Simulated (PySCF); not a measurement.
VO₂, SMILES [O]=[V]=[O] (connectivity only; charge and spin as stated), neutral, multiplicity 2.

Coordinates come from a PBE0-D3(BJ)/def2-TZVP optimisation. The spin state was assumed, not searched.

The numbers are results of PySCF with PBE0-D3(BJ)/def2-TZVP, not measurements.

Frequencies are harmonic and unscaled.

| mode | ν (cm⁻¹) | IR (km/mol) | moving atoms (share of kinetic energy) |
|---|---|---|---|
| 1 | 270 | 6.5 | O 79 %, V 21 % |
| 2 | 1025 | 442.8 | O 69 %, V 31 % |
| 3 | 1058 | 33.6 | O 82 %, V 18 % |
